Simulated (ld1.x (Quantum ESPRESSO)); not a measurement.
Configuration tests for Mn (ultrasoft)

```
Element                 : Mn (Z = 25)
Generator               : ld1.x (Quantum ESPRESSO) 7.5
Type                    : ultrasoft
Functional              : LDA (PZ)
Relativity              : scalar-relativistic
Frozen core             : [Ne]
Valence charge          : 15
Reference configuration : 3s2 3p6 3d5 4s0 4p0 (charge +2)
Partial waves           : 3s (bound): rcut 1.15, rcutus 1.40 bohr; 4s (bound, empty): rcut 1.15, rcutus 1.40 bohr; 3p (bound): rcut 1.20, rcutus 1.35 bohr; 4p (bound, empty): rcut 1.20, rcutus 1.35 bohr; 3d (bound): rcut 0.80, rcutus 1.05 bohr; 3d channel at -1.05 Ry: rcut 0.80, rcutus 1.05 bohr
Local potential         : all-electron potential smoothed inside 1.10 bohr (lloc = -1)
Core correction         : none
Augmentation charge     : PSQ, inside the norm-conserving radii
```

Energies are relative to the spin-unpolarised reference configuration 3s2 3p6 3d5 4s0 4p0; without spin polarisation the order of configurations can differ from experiment. Spin-polarised rows fill each open shell by Hund’s rule, majority spin first.

Its overlap operator is not positive definite in a basis up to 400 Ry (lowest eigenvalue p -0.97), so the file is unfit for use: the generalised eigenproblem breaks down once the basis is large enough, and its test numbers describe a broken file.

```json
{"valence configuration": "3s2 3p6 3d5 4s2 4p0", "charge": "0", "ΔE all-electron (eV)": "-24.531", "error AE − PS (meV)": "+4.2"}
{"valence configuration": "3s2 3p6 3d5 4s1 4p0", "charge": "+1", "ΔE all-electron (eV)": "-15.877", "error AE − PS (meV)": "+2.0"}
{"valence configuration": "3s2 3p6 3d4 4s0 4p0", "charge": "+3", "ΔE all-electron (eV)": "32.811", "error AE − PS (meV)": "+26"}
{"valence configuration": "3s2 3p6 3d5 4s0 4p1", "charge": "+1", "ΔE all-electron (eV)": "-11.061", "error AE − PS (meV)": "+0.7"}
{"valence configuration": "3s2 3p6 3d5 4s0 4p2", "charge": "0", "ΔE all-electron (eV)": "-16.449", "error AE − PS (meV)": "+1.0"}
{"valence configuration": "3s2 3p6 3d6 4s0 4p0", "charge": "+1", "ΔE all-electron (eV)": "-17.507", "error AE − PS (meV)": "+5.7"}
{"valence configuration": "3s2 3p6 3d4 4s2 4p1", "charge": "0", "ΔE all-electron (eV)": "-16.611", "error AE − PS (meV)": "+35"}
{"valence configuration": "3s2 3p6 3d5 4s0 4p0 (spin-polarised)", "charge": "+2", "ΔE all-electron (eV)": "-5.471", "error AE − PS (meV)": "+680"}
{"valence configuration": "3s2 3p6 3d5 4s2 4p0 (spin-polarised)", "charge": "0", "ΔE all-electron (eV)": "-29.585", "error AE − PS (meV)": "+632"}
```

Levels in the configuration 3s2 3p6 3d6 4s0 4p0:

```csv
level,all-electron (eV),pseudo (eV)
3s,-88.586,-88.585
3p,-57.837,-57.831
3d,-11.006,-11.011
```

The ghost test of this file was not conclusive.
